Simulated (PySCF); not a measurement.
Gas-phase reaction: 4 GaCl + 5 H2 + 2 N = 2 GaCl2NH2 + Ga2H6

Computed with PySCF and rigid-rotor harmonic-oscillator thermochemistry at 1 bar. † marks an energy on the PBE0/def2-TZVP geometry and frequencies; other levels use their own. MP2 and CCSD(T) freeze the core. 6-31G* has spherical d functions here. Open shells (unrestricted): N (multiplicity 4); the rest are closed-shell singlets. B3LYP is the form with VWN-RPA correlation. Ga: all electrons, no relativistic terms. GaCl2NH2, Ga2H6: computed as isolated molecules; such fragments, hydroxides, amides, oligomers or adducts are transient or little studied in the gas. MP2 isn't extrapolated to the basis-set limit; its ΔH°(298 K) is -1221.9 kJ in def2-SVP and -1276.8 kJ in def2-TZVPP. CCSD(T) isn't extrapolated to the basis-set limit; its ΔH°(298 K) is -1116.9 kJ in def2-SVP and -1187.8 kJ in def2-TZVPP. The harmonic model lacks anharmonicity and excited electronic states, which grow with temperature; levels with a mode under 35 cm⁻¹ are left out. Soft modes under 120 cm⁻¹ make the harmonic entropy rough for GaCl2NH2. Warning, point group unlike the PBE0 one: GaCl2NH2 (B3LYP/6-31G*).

```json
[
 {"level": "B3LYP/6-31G*", "ΔE electronic, kJ": "-1049", "ΔH°(298 K), kJ": "-973", "ΔS°(298 K), J/K": "-936", "ΔG°(1400 K), kJ": "349"},
 {"level": "CCSD(T)/def2-TZVPP†", "ΔE electronic, kJ": "-1268", "ΔH°(298 K), kJ": "-1188", "ΔS°(298 K), J/K": "-926", "ΔG°(1400 K), kJ": "121"},
 {"level": "HF/def2-TZVP†", "ΔE electronic, kJ": "-727", "ΔH°(298 K), kJ": "-647", "ΔS°(298 K), J/K": "-926", "ΔG°(1400 K), kJ": "662"},
 {"level": "MP2/def2-TZVPP†", "ΔE electronic, kJ": "-1357", "ΔH°(298 K), kJ": "-1277", "ΔS°(298 K), J/K": "-926", "ΔG°(1400 K), kJ": "32"},
 {"level": "PBE/def2-TZVP†", "ΔE electronic, kJ": "-1287", "ΔH°(298 K), kJ": "-1207", "ΔS°(298 K), J/K": "-926", "ΔG°(1400 K), kJ": "102"},
 {"level": "PBE0/def2-SVP†", "ΔE electronic, kJ": "-1339", "ΔH°(298 K), kJ": "-1259", "ΔS°(298 K), J/K": "-926", "ΔG°(1400 K), kJ": "50"},
 {"level": "PBE0/def2-TZVP", "ΔE electronic, kJ": "-1299", "ΔH°(298 K), kJ": "-1218", "ΔS°(298 K), J/K": "-926", "ΔG°(1400 K), kJ": "90"},
 {"level": "r2SCAN/def2-TZVP†", "ΔE electronic, kJ": "-1303", "ΔH°(298 K), kJ": "-1223", "ΔS°(298 K), J/K": "-926", "ΔG°(1400 K), kJ": "86"},
 {"level": "LDA/def2-TZVP†", "ΔE electronic, kJ": "-1673", "ΔH°(298 K), kJ": "-1593", "ΔS°(298 K), J/K": "-926", "ΔG°(1400 K), kJ": "-284"},
 {"level": "ωB97M-V/def2-TZVP†", "ΔE electronic, kJ": "-1267", "ΔH°(298 K), kJ": "-1186", "ΔS°(298 K), J/K": "-926", "ΔG°(1400 K), kJ": "122"},
 {"level": "ωB97X-V/def2-TZVP†", "ΔE electronic, kJ": "-1340", "ΔH°(298 K), kJ": "-1260", "ΔS°(298 K), J/K": "-926", "ΔG°(1400 K), kJ": "49"}
]
```
ΔH° is lowest at LDA/def2-TZVP† and highest at HF/def2-TZVP†. No reference value is set beside these.
